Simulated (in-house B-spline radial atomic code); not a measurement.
# BP86 excitations of the calcium ion Ca⁸⁺

Method: BP86. Computed with a B-spline radial code for spherical atoms: linear response of the closed shell [Ne] 3s2 with the functional's adiabatic kernel; scalar-relativistic (spin-free one-electron X2C), finite nucleus, no spin-orbit coupling, no double excitations, S, P, D and F terms only.

Command:
```bash
python run_td.py task.json out
```
Settings (radii: box in bohr, nucleus in fm):
```
Z                        20
electrons                12
configuration            [Ne] 3s2
hamiltonian              x2c
method                   b88,p86
box_radius               11.59
rms_radius               3.4776
intervals                70
```

Cost of the run: 0.3 s on 1 thread of Intel(R) Xeon(R) Platinum 8488C (Sapphire Rapids), with other jobs on the host.

The lowest states, in the order of their Tamm-Dancoff energies; the method's threshold (minus the highest occupied level) is 178.89 eV. Labels give the largest channel, * marks a mixed state, and oscillator strengths are full-response dipole values. Semilocal kernels can invert the small singlet-triplet splittings of Rydberg terms. Energies in eV:

```tsv
state	full response	Tamm-Dancoff	oscillator strength
3s → 3p 3P	17.359	17.752	-
3s → 3p 1P	26.647	27.496	1.03
3s → 3d 3D	?	?	-
3s → 3d 1D	52.12	52.13	-
3s → 4s 3S	94.30	94.31	-
3s → 4s 1S	95.85	95.88	-
3s → 4p 3P	102.06	102.08	-
3s → 4p 1P	102.42	102.45	0.271
3s → 4d 1D	112.74	112.75	-
3s → 4d 3D	112.73	112.75	-
3s → 4f 3F	116.06	116.10	-
3s → 4f 1F	116.61	116.63	-
3s → 5s 3S	129.90	129.91	-
3s → 5s 1S	130.32	130.33	-
3s → 5p 3P	133.51	133.52	-
3s → 5p 1P	133.55	133.56	0.0932
3s → 5d 1D	138.40	138.40	-
3s → 5d 3D	138.46	138.46	-
3s → 5f 3F	?	?	-
3s → 5f 1F	140.47	140.47	-
```

(1) Where does 3s → 3d 3D lie?

(2) Where does 3s → 5f 3F lie?

(3) How large is the singlet-triplet splitting of 3s → 3p (P terms) in Tamm-Dancoff?

(4) What polarisabilities and dispersion coefficient does the method give?

Answers

(1) At 48.00 eV in full response, 48.18 eV in Tamm-Dancoff.

(2) At 140.19 eV in full response, 140.21 eV in Tamm-Dancoff.

(3) 9.74 eV, from the unrounded values.

(4) Dipole 1.122 bohr³, quadrupole 0.6432 bohr⁵, C6 1.001 hartree·bohr⁶ for two such species.
